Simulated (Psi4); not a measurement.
C₃H₉Al, charge -1, doublet, geometry from GFN2-xTB (such geometries of metal compounds can be far from the true shape) (a state made from the parent by changing its charge; the spin is typed, not shown lowest) (a gas-phase anion, which may not be bound at this level), atoms displaced at random by about 0.08 Å a coordinate; TPSS/6-31G, gradient (Psi4 1.11).

Input for Psi4:
```
memory 2 GB

molecule mol {
-1 2
  Al   -0.519797    0.124620    0.429806
  C    -1.278773   -1.503155   -0.205932
  H    -0.701065   -1.905646   -1.209659
  H    -2.271726   -1.172616   -0.730184
  H    -1.258481   -2.211993    0.457204
  C     0.065287    1.506022   -1.251611
  H     0.443168    1.039350   -1.908993
  H     0.556254    2.499676   -0.855170
  H    -1.033036    1.849300   -1.550109
  C     1.469255   -0.458209    1.013306
  H     2.292117    0.649439    1.343783
  H     2.213309   -0.886594    0.055197
  H     1.532192   -1.049096    1.946082
symmetry c1
no_reorient
no_com
}

set basis 6-31g
set reference uks

gradient('tpss')
print_variables()
```

The log (banner, timings and long lists left out):

```
gradient() will perform analytic gradient computation.

   => Loading Basis Set <=

    Name: 6-31G
    Role: ORBITAL
    Keyword: BASIS

         ---------------------------------------------------------
                                   SCF
               by Justin Turney, Rob Parrish, Andy Simmonett
                          and Daniel G. A. Smith
                              UKS Reference
         ---------------------------------------------------------

  ==> Geometry <==

    Molecular point group: c1
    Full point group: C1

    Geometry (in Angstrom), charge = -1, multiplicity = 2:

       Center              X                  Y                   Z               Mass
    ------------   -----------------  -----------------  -----------------  -----------------
         AL          -0.519797000000     0.124620000000     0.429806000000    26.981538530000
         C           -1.278773000000    -1.503155000000    -0.205932000000    12.000000000000
         H           -0.701065000000    -1.905646000000    -1.209659000000     1.007825032230
         H           -2.271726000000    -1.172616000000    -0.730184000000     1.007825032230
         H           -1.258481000000    -2.211993000000     0.457204000000     1.007825032230
         C            0.065287000000     1.506022000000    -1.251611000000    12.000000000000
         H            0.443168000000     1.039350000000    -1.908993000000     1.007825032230
         H            0.556254000000     2.499676000000    -0.855170000000     1.007825032230
         H           -1.033036000000     1.849300000000    -1.550109000000     1.007825032230
         C            1.469255000000    -0.458209000000     1.013306000000    12.000000000000
         H            2.292117000000     0.649439000000     1.343783000000     1.007825032230
         H            2.213309000000    -0.886594000000     0.055197000000     1.007825032230
         H            1.532192000000    -1.049096000000     1.946082000000     1.007825032230

  Running in c1 symmetry.

  Rotational constants: A =      0.15887  B =      0.14280  C =      0.08969 [cm^-1]
  Rotational constants: A =   4762.66924  B =   4281.13932  C =   2688.83888 [MHz]
  Nuclear repulsion =  145.582812125362608

  Charge       = -1
  Multiplicity = 2
  Electrons    = 41
  Nalpha       = 21
  Nbeta        = 20

  ==> Algorithm <==

  SCF Algorithm Type is DF.
  DIIS enabled.
  MOM disabled.
  Fractional occupation disabled.
  Guess Type is SAD.
  Energy threshold   = 1.00e-08
  Density threshold  = 1.00e-08
  Integral threshold = 1.00e-12

  ==> Primary Basis <==

  Basis Set: 6-31G
    Blend: 6-31G
    Number of shells: 40
    Number of basis functions: 58
    Number of Cartesian functions: 58
    Spherical Harmonics?: false
    Max angular momentum: 1

  ==> DFT Potential <==

   => LibXC <=

    Version 7.1.2
    S. Lehtola, C. Steigemann, M. J. T. Oliveira, and M. A. L. Marques,  SoftwareX 7, 1–5 (2018) (10.1016/j.softx.2017.11.002)

   => Composite Functional: TPSS <=

    TPSS Meta-GGA XC Functional

    J. Tao, et al., Phys. Rev. Lett., 91, 146401, 2003

    Deriv               =              1
    GGA                 =           TRUE
    Meta                =           TRUE

    Exchange Hybrid     =          FALSE
    MP2 Hybrid          =          FALSE

   => Exchange Functionals <=

    1.0000   XC_MGGA_X_TPSS

   => Correlation Functionals <=

    1.0000   XC_MGGA_C_TPSS

   => LibXC Density Thresholds  <==

    XC_MGGA_C_TPSS:  1.00E-15
    XC_MGGA_X_TPSS:  1.00E-15

   => Molecular Quadrature <=

    Radial Scheme          =       TREUTLER
    Pruning Scheme         =           NONE
    Nuclear Scheme         =       TREUTLER

    Blocking Scheme        =         OCTREE
    BS radius alpha        =              1
    Pruning alpha          =              1
    Radial Points          =             75
    Spherical Points       =            302
    Total Points           =         280674
    Total Blocks           =           2112
    Max Points             =            256
    Max Functions          =             57
    Weights Tolerance      =       1.00E-15

   => Loading Basis Set <=

    Name: (6-31G AUX)
    Role: JKFIT
    Keyword: DF_BASIS_SCF

  ==> Integral Setup <==

  SCF_SUBTYPE=INCORE selected. In-core MEM_DF algorithm will be used.
  Using in-core AOs.

  ==> MemDFJK: Density-Fitted J/K Matrices <==

    J tasked:                   Yes
    K tasked:                    No
    wK tasked:                   No
    Algorithm:                 Core
    Schwarz Cutoff:           1E-12
    Mask sparsity (%):       0.8918
    Fitting Condition:        1E-10

   => Auxiliary Basis Set <=

  Basis Set: (6-31G AUX)
    Blend: CC-PVDZ-JKFIT
    Number of shells: 189
    Number of basis functions: 598
    Number of Cartesian functions: 598
    Spherical Harmonics?: false
    Max angular momentum: 3

  Minimum eigenvalue in the overlap matrix is 1.6163271406E-02.
  Reciprocal condition number of the overlap matrix is 3.3442074377E-03.
    Using symmetric orthogonalization.

  ==> Pre-Iterations <==

  SCF Guess: Superposition of Atomic Densities via on-the-fly atomic UHF (no occupation information).

   -------------------------
    Irrep   Nso     Nmo
   -------------------------
     A         58      58
   -------------------------
    Total      58      58
   -------------------------

  ==> Iterations <==

                           Total Energy        Delta E     RMS |[F,P]|

   @DF-UKS iter SAD:  -360.91348753741329   -3.60913e+02   0.00000e+00
   @DF-UKS iter   1:  -361.09588465719094   -1.82397e-01   2.18030e-02 ADIIS/DIIS
   @DF-UKS iter   2:  -359.17763024004307    1.91825e+00   3.08973e-02 ADIIS/DIIS
   @DF-UKS iter   3:  -361.98868784861423   -2.81106e+00   2.93625e-03 ADIIS/DIIS
   @DF-UKS iter   4:  -361.99036912212665   -1.68127e-03   3.38084e-03 ADIIS/DIIS
   @DF-UKS iter   5:  -362.01481161922140   -2.44425e-02   4.68449e-04 ADIIS/DIIS
[...]
  @DF-UKS Final Energy:  -362.01540774586806
    Total Energy =                       -362.0154077458680604
[...]

 ------------------------------------------------------------------------------------
     Multipole            Electronic (a.u.)      Nuclear  (a.u.)        Total (a.u.)
 ------------------------------------------------------------------------------------

 L = 1.  Multiply by 2.5417464519 to convert [e a0] to [Debye]
 Dipole X            :          6.5826956           -6.5195835            0.0631121
 Dipole Y            :          3.8625770           -4.3466951           -0.4841181
 Dipole Z            :         -1.4431664            0.8885625           -0.5546040
 Magnitude           :                                                    0.7388769

 ------------------------------------------------------------------------------------

         ------------------------------------------------------------
                                   SCF GRAD
                          Rob Parrish, Justin Turney,
                       Andy Simmonett, and Alex Sokolov
         ------------------------------------------------------------

  ==> Geometry <==

    Molecular point group: c1
    Full point group: C1

    Geometry (in Angstrom), charge = -1, multiplicity = 2:

       Center              X                  Y                   Z               Mass
    ------------   -----------------  -----------------  -----------------  -----------------
         AL          -0.519797000000     0.124620000000     0.429806000000    26.981538530000
         C           -1.278773000000    -1.503155000000    -0.205932000000    12.000000000000
         H           -0.701065000000    -1.905646000000    -1.209659000000     1.007825032230
         H           -2.271726000000    -1.172616000000    -0.730184000000     1.007825032230
         H           -1.258481000000    -2.211993000000     0.457204000000     1.007825032230
         C            0.065287000000     1.506022000000    -1.251611000000    12.000000000000
         H            0.443168000000     1.039350000000    -1.908993000000     1.007825032230
         H            0.556254000000     2.499676000000    -0.855170000000     1.007825032230
         H           -1.033036000000     1.849300000000    -1.550109000000     1.007825032230
         C            1.469255000000    -0.458209000000     1.013306000000    12.000000000000
         H            2.292117000000     0.649439000000     1.343783000000     1.007825032230
         H            2.213309000000    -0.886594000000     0.055197000000     1.007825032230
         H            1.532192000000    -1.049096000000     1.946082000000     1.007825032230

  Nuclear repulsion =  145.582812125362608

  ==> Basis Set <==

  Basis Set: 6-31G
    Blend: 6-31G
    Number of shells: 40
    Number of basis functions: 58
    Number of Cartesian functions: 58
    Spherical Harmonics?: false
    Max angular momentum: 1

  ==> DFJKGrad: Density-Fitted SCF Gradients <==

    Gradient:                    1
    J tasked:                  Yes
    K tasked:                   No
    wK tasked:                  No
    Integrals threads:           1
    Schwarz Cutoff:          1E-12
    Fitting Condition:       1E-10

   => Auxiliary Basis Set <=

  Basis Set: (6-31G AUX)
    Blend: CC-PVDZ-JKFIT
    Number of shells: 189
    Number of basis functions: 598
    Number of Cartesian functions: 598
    Spherical Harmonics?: false
    Max angular momentum: 3

  ==> DFT Potential <==

   => LibXC <=

    Version 7.1.2
    S. Lehtola, C. Steigemann, M. J. T. Oliveira, and M. A. L. Marques,  SoftwareX 7, 1–5 (2018) (10.1016/j.softx.2017.11.002)

   => Composite Functional: TPSS <=

    TPSS Meta-GGA XC Functional

    J. Tao, et al., Phys. Rev. Lett., 91, 146401, 2003

    Deriv               =              1
    GGA                 =           TRUE
    Meta                =           TRUE

    Exchange Hybrid     =          FALSE
    MP2 Hybrid          =          FALSE

   => Exchange Functionals <=

    1.0000   XC_MGGA_X_TPSS

   => Correlation Functionals <=

    1.0000   XC_MGGA_C_TPSS

   => LibXC Density Thresholds  <==

    XC_MGGA_C_TPSS:  1.00E-15
    XC_MGGA_X_TPSS:  1.00E-15

   => Molecular Quadrature <=

    Radial Scheme          =       TREUTLER
    Pruning Scheme         =           NONE
    Nuclear Scheme         =       TREUTLER

    Blocking Scheme        =         OCTREE
    BS radius alpha        =              1
    Pruning alpha          =              1
    Radial Points          =             75
    Spherical Points       =            302
    Total Points           =         280674
    Total Blocks           =           2112
    Max Points             =            256
    Max Functions          =             57
    Weights Tolerance      =       1.00E-15

  -Total Gradient:
     Atom            X                  Y                   Z
    ------   -----------------  -----------------  -----------------
       1       -0.061043561928    -0.043013379183     0.005032866007
       2        0.014456788643    -0.064572052874     0.161514941557
       3        0.014263400692    -0.014499680185    -0.042364965258
       4       -0.015858453326     0.023275161117    -0.026937778858
       5        0.014974102564     0.089903539456    -0.076913010534
       6        0.163406390941    -0.160690775226    -0.216202801350
       7       -0.116305223749     0.125003914223     0.186284637098
       8        0.008364731906     0.038873993594     0.016855033352
       9       -0.035870184193     0.007641714093     0.000129767738
      10       -0.061844945771    -0.053603635922     0.022859728276
      11        0.045262842639     0.054281061571     0.014868799572
      12        0.039408138185    -0.011532662348    -0.050608602405
      13       -0.009284733940     0.008848067964     0.005432105067

  Variable Map:
  ----------------------------------------------------------------------------
[...]
  Array Variable Map:
  ----------------------------------------------------------------------------
[...]
[...]
```
